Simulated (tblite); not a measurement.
Species: C₄H₁₄Si₂.
Numbering: `[CH3:1][CH2:2][Si@H:3]([CH3:4])[CH2:5][SiH3:6]` (hydrogens: H7, H8, H9 on C1; H10, H11 on C2; H12 on Si3; H13, H14, H15 on C4; H16, H17 on C5; H18, H19, H20 on Si6)

Computed with GFN2-xTB (tblite), gas phase: L-BFGS steps from a force-field or distance-geometry start until the largest atomic force falls under 0.01 eV/Å.

The end geometry, which sets the zero of energy:
```
atom  x, y, z in Å
C1     -2.0487   -1.7703   -0.8032
C2     -1.8803   -0.2619   -0.6639
Si3    -0.3287    0.2399    0.3320
C4     -0.2594    2.1359    0.4297
C5      1.2423   -0.4353   -0.5098
Si6     2.8904    0.0565    0.2934
H7     -2.9558   -2.0140   -1.3548
H8     -1.2041   -2.2037   -1.3338
H9     -2.1089   -2.2396    0.1760
H10    -1.8446    0.1818   -1.6609
H11    -2.7690    0.1472   -0.1807
H12    -0.4350   -0.3199    1.6931
H13    -0.1290    2.5820   -0.5520
H14     0.5703    2.4593    1.0494
H15    -1.1697    2.5454    0.8564
H16     1.2544   -0.1146   -1.5525
H17     1.1833   -1.5238   -0.5338
H18     3.1000    1.5016    0.1787
H19     3.9927   -0.6288   -0.3920
H20     2.8945   -0.3270    1.7064
```

Question: These geometries come from the run, each turned onto the end geometry. Order them by energy, lowest first.
A.
```
atom  x, y, z in Å
C1     -1.8920   -1.8465   -0.4500
C2     -1.7810   -0.3381   -0.6652
Si3    -0.2840    0.4601    0.2163
C4     -0.4849    2.3502    0.1833
C5      1.3229   -0.0039   -0.7086
Si6     2.8078   -0.4457    0.3921
H7     -2.7837   -2.2389   -0.9372
H8     -1.0345   -2.3720   -0.8660
H9     -1.9471   -2.0850    0.6094
H10    -1.7195   -0.1493   -1.7422
H11    -2.7089    0.1376   -0.3310
H12    -0.2550   -0.0029    1.6182
H13    -0.6585    2.7188   -0.8234
H14     0.4217    2.8221    0.5452
H15    -1.3104    2.6808    0.8067
H16     1.6088    0.8327   -1.3477
H17     1.1189   -0.8378   -1.3817
H18     2.9599    0.5362    1.4727
H19     4.0333   -0.4468   -0.4194
H20     2.5808   -1.7610    1.0062
```
B.
```
atom  x, y, z in Å
C1     -2.0692   -1.7759   -0.7662
C2     -1.8794   -0.2664   -0.6709
Si3    -0.3198    0.2380    0.3121
C4     -0.2558    2.1332    0.4274
C5      1.2542   -0.4170   -0.5404
Si6     2.8923    0.0556    0.2945
H7     -2.9783   -2.0230   -1.3122
H8     -1.2297   -2.2360   -1.2818
H9     -2.1391   -2.2191    0.2241
H10    -1.8399    0.1442   -1.6821
H11    -2.7610    0.1708   -0.1984
H12    -0.4107   -0.3300    1.6730
H13     0.0038    2.5806   -0.5268
H14     0.4875    2.4530    1.1491
H15    -1.2129    2.5421    0.7345
H16     1.2807   -0.0660   -1.5732
H17     1.1975   -1.5042   -0.5982
H18     3.0771    1.5072    0.2498
H19     4.0043   -0.5804   -0.4237
H20     2.8930   -0.3961    1.6872
```
C.
```
atom  x, y, z in Å
C1     -2.0308   -1.8002   -0.7218
C2     -1.8854   -0.2841   -0.6609
Si3    -0.3258    0.2737    0.2890
C4     -0.2790    2.1695    0.3951
C5      1.2490   -0.3388   -0.5900
Si6     2.8828   -0.0109    0.3195
H7     -2.9566   -2.0886   -1.2168
H8     -1.2044   -2.2443   -1.2720
H9     -2.0376   -2.2236    0.2796
H10    -1.8740    0.1129   -1.6771
H11    -2.7726    0.1363   -0.1854
H12    -0.3928   -0.3023    1.6451
H13     0.0021    2.6105   -0.5567
H14     0.4507    2.4906    1.1310
H15    -1.2393    2.5873    0.6785
H16     1.3045    0.1207   -1.5785
H17     1.1532   -1.4117   -0.7602
H18     3.1528    1.4288    0.3718
H19     3.9855   -0.6686   -0.3929
H20     2.8123   -0.5465    1.6804
```
D.
```
atom  x, y, z in Å
C1     -1.9499   -1.8291   -0.5899
C2     -1.8520   -0.3097   -0.6532
Si3    -0.3185    0.3690    0.2589
C4     -0.3753    2.2712    0.2862
C5      1.2595   -0.1925   -0.6543
Si6     2.8597   -0.2180    0.3651
H7     -2.8236   -2.1900   -1.1308
H8     -1.0685   -2.2941   -1.0266
H9     -2.0260   -2.1593    0.4439
H10    -1.8272    0.0053   -1.6974
H11    -2.7595    0.1183   -0.2243
H12    -0.3480   -0.1407    1.6465
H13    -0.2145    2.6865   -0.7039
H14     0.3962    2.6715    0.9347
H15    -1.3308    2.6419    0.6439
H16     1.4212    0.4629   -1.5115
H17     1.1003   -1.1895   -1.0655
H18     3.1144    1.1041    0.9386
H19     3.9642   -0.5913   -0.5262
H20     2.7729   -1.2058    1.4435
```
E.
```
atom  x, y, z in Å
C1     -2.0225   -1.7764   -0.2722
C2     -1.7061   -0.3856   -0.8101
Si3    -0.2652    0.4490    0.1299
C4     -0.5382    2.3277    0.2308
C5      1.3941    0.0723   -0.7472
Si6     2.8572   -0.4897    0.3356
H7     -2.8149   -2.2520   -0.8478
H8     -1.1421   -2.4143   -0.3161
H9     -2.3472   -1.7145    0.7636
H10    -1.4619   -0.4652   -1.8702
H11    -2.6023    0.2328   -0.7528
H12    -0.2532   -0.0559    1.5152
H13    -0.5659    2.7918   -0.7509
H14     0.2516    2.8013    0.8055
H15    -1.4767    2.5498    0.7292
H16     1.7029    0.9676   -1.2898
H17     1.2371   -0.6971   -1.5057
H18     2.6244   -0.1989    1.7503
H19     4.0788    0.2036   -0.0924
H20     3.0448   -1.9354    0.1729
```

Answer: B (0.002 eV), C (0.007 eV), D (0.021 eV), A (0.049 eV), E (0.106 eV).

In the order of the answer:

```csv
step,E above end (eV),largest force (eV/Å),rms force component (eV/Å),rms distance from end (Å),rms bond change (Å),bond most changed (Å)
192,0.002,0.03,0.011,0.068,0.001,Si3–H12 +0.002
172,0.007,0.04,0.013,0.141,0.001,C2–Si3 -0.001
148,0.021,0.07,0.020,0.404,0.001,Si3–C4 +0.003
72,0.049,0.13,0.044,0.719,0.002,Si3–C5 +0.005
31,0.106,0.11,0.026,0.988,0.003,Si3–C5 +0.008
```

The cost below is that of the whole relaxation. Time: 1.3 s. Hardware: one thread, Arm Neoverse V2 (aarch64), no GPU, shared host.
